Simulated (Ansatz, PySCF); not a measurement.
This Ansatz (a quantum-chemistry and plane-wave program) input computes a PBE/def2-TZVPD energy:

Ansatz 0.2 input:
```yaml
crystal:
  periodic: [false, false, false]
  atoms:
    - {symbol: Ge, position_ang: [-0.00000000, -0.00000000, -1.62366072]}
    - {symbol: Te, position_ang: [0.00000000, 0.00000000, 0.99917583]}
basis:
  gaussian:
    orbitals: def2-TZVPD
hamiltonian:
  xc: {name: PBE}
magnetization: {spin_polarized: true, initial_magnetization: 2}
output: {forces: true}
```

**Question.** Write an input for the same energy in PySCF and say what it gives.

**Answer.** 
```python
from pyscf import gto, scf, dft

mol = gto.M(
    atom='''
    Ge   -0.00000000   -0.00000000   -1.62366072
    Te    0.00000000    0.00000000    0.99917583
    ''',
    basis='def2-tzvpd',
    ecp='def2-tzvp',
    charge=0,
    spin=2,
    symmetry='C2v',
    verbose=4,
)

mf = dft.UKS(mol, xc='pbe').density_fit(auxbasis='def2-universal-jkfit')
mf.grids.level = 3
mf.conv_tol = 1e-9
mf.max_cycle = 100
mf.max_memory = 1500
mf.kernel()
if not mf.converged:
    mf = mf.newton()
    mf.kernel(mf.make_rdm1())
mf.analyze()
```
It gives -2344.67439 Eh, and Ansatz -2344.67434 Eh, a difference of 0.05 mEh, from the treatment of integrals and grids.

This is an excited triplet: at this geometry the singlet lies 1.66 eV lower at CCSD(T)/CBS(def2-TZVPPD,def2-QZVPPD).
